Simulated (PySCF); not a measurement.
# Working out the ionisation energy of F⁺

F⁺ [He] 2s2 2p4 (3P) → F²⁺ [He] 2s2 2p3 (4S). Calculation: PySCF 2.14, in def2-TZVPPD; no relativity, point nucleus. Frozen: nothing. Energies in hartree (1 hartree = 27.21139 eV):

```tsv
part	F⁺ (lower)	F²⁺ (upper)
UHF	-98.836608	-97.608740
MP2 opposite-spin	-0.123393	-0.085693
MP2 same-spin	-0.036068	-0.029486
```

Q: What does Hartree-Fock give?

A: (-97.608740) − (-98.836608) = 1.227868 hartree = 33.412 eV.

Q: What do MP2 and SCS-MP2 (6/5 opposite-spin, 1/3 same-spin) give?

A: The opposite-spin parts differ by 1.026 eV and the same-spin parts by 0.179 eV. MP2: 33.412 + (1.026) + (0.179) = 34.617 eV. SCS-MP2: 33.412 + 1.2 × (1.026) + (0.179)/3 = 34.703 eV.

Measured between the centres of the two terms (NIST): 34.950 eV, so MP2 (valence and next inner shell) is off by -0.333 eV.

What remains against the reference includes basis incompleteness and correlation beyond second order.
